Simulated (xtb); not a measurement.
C₄H₁₀Cd, charge -1, doublet, from a rough starting geometry (GFN-xTB shapes and energies of metal compounds can be far from the true ones) (a state made from the parent by changing its charge; the spin is typed, not shown lowest); GFN2-xTB run with xtb.

xtb was given this input:
```
$ xtb mol.xyz --gfn 2 --chrg -1 --uhf 1 --opt vtight --json

# file mol.xyz
15

Cd     0.00353169     0.00154579    -0.02118456
C     -0.38403332    -0.62258499     2.17160999
C      0.15801025    -2.06589544     2.36984414
H     -1.40909712    -0.54883052     2.39677762
H      0.26382757     0.07436535     2.80295510
H      1.19282397    -2.17406190     2.10012200
H     -0.33596036    -2.76964818     1.68365936
H      0.01342079    -2.40581661     3.34108219
C      0.25593233     0.65614946    -2.12694379
C     -0.13553052     2.07931807    -2.33754601
H     -0.29177944     0.00160472    -2.82701366
H      1.30874303     0.58350567    -2.44468548
H      0.40443443     2.68452356    -1.67022992
H     -1.20614560     2.20321959    -2.02631795
H     -0.02512421     2.41969131    -3.35673202
```

What the program printed (banner, timings and long lists left out):

```
   ID    Z sym.   atoms
    1   48 Cd     1
    2    6 C      2, 3, 9, 10
    3    1 H      4-8, 11-15

           -------------------------------------------------
          |                Calculation Setup                |
           -------------------------------------------------

           -------------------------------------------------
          |                 G F N 2 - x T B                 |
           -------------------------------------------------

          ...................................................
          :                      SETUP                      :
          :.................................................:
          :  # basis functions                  30          :
          :  # atomic orbitals                  30          :
          :  # shells                           20          :
          :  # electrons                        29          :
          :  max. iterations                   250          :
          :  Hamiltonian                  GFN2-xTB          :
          :  restarted?                      false          :
          :  GBSA solvation                  false          :
          :  PC potential                    false          :
          :  electronic temp.          300.0000000     K    :
          :  accuracy                    1.0000000          :
          :  -> integral cutoff          0.2500000E+02      :
          :  -> integral neglect         0.1000000E-07      :
          :  -> SCF convergence          0.1000000E-05 Eh   :
          :  -> wf. convergence          0.1000000E-03 e    :
          :  Broyden damping             0.4000000          :
          :  net charge                         -1          :
          :  unpaired electrons                  1          :
          ...................................................

 iter      E             dE          RMSdq      gap      omega  full diag
   1    -14.3149896 -0.143150E+02  0.836E+00    2.30       0.0  T
   2    -14.4267722 -0.111783E+00  0.226E+00    2.88       1.0  T
   3    -14.4284255 -0.165326E-02  0.127E+00    2.93       1.0  T
   4    -14.4285950 -0.169507E-03  0.179E-01    3.02       1.0  T
   5    -14.4286324 -0.374055E-04  0.112E-01    3.03       1.0  T
   6    -14.4286592 -0.267940E-04  0.529E-02    3.03       1.0  T
   7    -14.4286609 -0.174883E-05  0.124E-02    3.03       2.1  T
   8    -14.4286613 -0.328840E-06  0.942E-03    3.03       2.7  T
   9    -14.4286614 -0.177616E-06  0.223E-03    3.03      11.6  T
  10    -14.4286614 -0.922299E-08  0.190E-04    3.03     135.8  T
  11    -14.4286614  0.140261E-10  0.177E-04    3.03     145.7  T

   *** convergence criteria satisfied after 11 iterations ***

         :::::::::::::::::::::::::::::::::::::::::::::::::::::
         ::                     SUMMARY                     ::
         :::::::::::::::::::::::::::::::::::::::::::::::::::::
         :: total energy             -14.217916579795 Eh    ::
         :: gradient norm              0.117003423652 Eh/a0 ::
         :: HOMO-LUMO gap              3.030138681883 eV    ::
         ::.................................................::
         :: SCC energy               -14.428660716188 Eh    ::
         :: -> isotropic ES            0.125265328502 Eh    ::
         :: -> anisotropic ES          0.019109221287 Eh    ::
         :: -> anisotropic XC          0.006736453396 Eh    ::
         :: -> dispersion             -0.008662205683 Eh    ::
         :: repulsion energy           0.210744136392 Eh    ::
         :: add. restraining           0.000000000000 Eh    ::
         :: total charge              -1.000000000000 e     ::
         :::::::::::::::::::::::::::::::::::::::::::::::::::::

      -----------------------------------------------------------
     |                   =====================                   |
     |                        A N C O P T                        |
     |                   =====================                   |
[...]
 * total energy  :   -14.2902555 Eh     change       -0.1470782E-04 Eh
 * total energy  :   -14.2902685 Eh     change       -0.1302824E-04 Eh
 * total energy  :   -14.2902758 Eh     change       -0.7216663E-05 Eh
 * total energy  :   -14.2902853 Eh     change       -0.9552316E-05 Eh
 * total energy  :   -14.2902866 Eh     change       -0.1269170E-05 Eh
 * total energy  :   -14.2902928 Eh     change       -0.6186003E-05 Eh
 * total energy  :   -14.2902946 Eh     change       -0.1793723E-05 Eh
 * total energy  :   -14.2902965 Eh     change       -0.1936582E-05 Eh
 * total energy  :   -14.2902969 Eh     change       -0.3923209E-06 Eh
 * total energy  :   -14.2902971 Eh     change       -0.2203706E-06 Eh
 * total energy  :   -14.2902972 Eh     change       -0.1008647E-06 Eh
 * total energy  :   -14.2902973 Eh     change       -0.9055325E-07 Eh
   *** GEOMETRY OPTIMIZATION CONVERGED AFTER 44 ITERATIONS ***
         :: total energy             -14.290297294988 Eh    ::
[...]
        24                          0.3627336               9.8705
        25                          0.3777189              10.2783
        26                          0.4006210              10.9015
       ...                                ...                  ...
        30                          0.6110066              16.6263
      -------------------------------------------------------------
                  HL-Gap            0.1973500 Eh            5.3702 eV
             Fermi-level           -0.0269140 Eh           -0.7324 eV

     #   Z          covCN         q      C6AA      α(0)
     1  48 Cd       0.655     0.047   470.636    50.905
     2   6 C        3.145    -0.225    33.711     9.499
     3   6 C        3.745    -0.052    21.571     6.625
     4   1 H        0.922    -0.072     4.684     3.385
     5   1 H        0.922    -0.085     5.060     3.518
     6   1 H        0.924    -0.025     3.532     2.939
     7   1 H        0.924    -0.016     3.350     2.862
     8   1 H        0.922    -0.049     4.064     3.153
     9   6 C        3.147    -0.225    33.706     9.498
    10   6 C        3.745    -0.052    21.571     6.625
    11   1 H        0.922    -0.073     4.693     3.388
    12   1 H        0.922    -0.085     5.062     3.519
    13   1 H        0.924    -0.025     3.531     2.939
    14   1 H        0.924    -0.015     3.335     2.856
    15   1 H        0.922    -0.049     4.063     3.152

 Mol. C6AA /au·bohr⁶  :       3847.546759
 Mol. C8AA /au·bohr⁸  :     149692.804044
 Mol. α(0) /au        :        114.863328

Wiberg/Mayer (AO) data.
largest (>0.10) Wiberg bond orders for each atom

 ---------------------------------------------------------------------------
     #   Z sym  total        # sym  WBO       # sym  WBO       # sym  WBO
 ---------------------------------------------------------------------------
     1  48 Cd   1.167 --     2 C    0.477     9 C    0.477
     2   6 C    3.546 --     3 C    1.013     5 H    0.969     4 H    0.956
                             1 Cd   0.477     9 C    0.113
     3   6 C    3.973 --     2 C    1.013     6 H    0.982     8 H    0.972
                             7 H    0.971
     4   1 H    0.995 --     2 C    0.956
     5   1 H    0.989 --     2 C    0.969
     6   1 H    0.999 --     3 C    0.982
     7   1 H    1.000 --     3 C    0.971
     8   1 H    0.994 --     3 C    0.972
     9   6 C    3.546 --    10 C    1.013    12 H    0.969    11 H    0.957
                             1 Cd   0.477     2 C    0.113
    10   6 C    3.973 --     9 C    1.013    13 H    0.981    15 H    0.972
                            14 H    0.970
    11   1 H    0.995 --     9 C    0.957
    12   1 H    0.989 --     9 C    0.969
    13   1 H    0.999 --    10 C    0.981
    14   1 H    1.000 --    10 C    0.970
    15   1 H    0.994 --    10 C    0.972
 ---------------------------------------------------------------------------

Topologies differ in total number of bonds
Writing topology from bond orders to xtbtopo.mol

molecular dipole:
                 x           y           z       tot (Debye)
 q only:        0.302       0.065       0.064
   full:       -0.221      -0.081      -0.038       0.607
molecular quadrupole (traceless):
                xx          xy          yy          xz          yz          zz
 q only:       13.189      -0.239       5.851       3.170      12.373     -19.040
  q+dip:       10.185      -0.118       5.039       2.870       8.601     -15.224
   full:       10.210      -0.995       7.252       3.010       9.599     -17.462

optimized geometry written to: xtbopt.xyz

           -------------------------------------------------
          | TOTAL ENERGY              -14.290297294988 Eh   |
          | GRADIENT NORM               0.000264930969 Eh/α |
          | HOMO-LUMO GAP               5.370167181491 eV   |
           -------------------------------------------------

normal termination of xtb
```
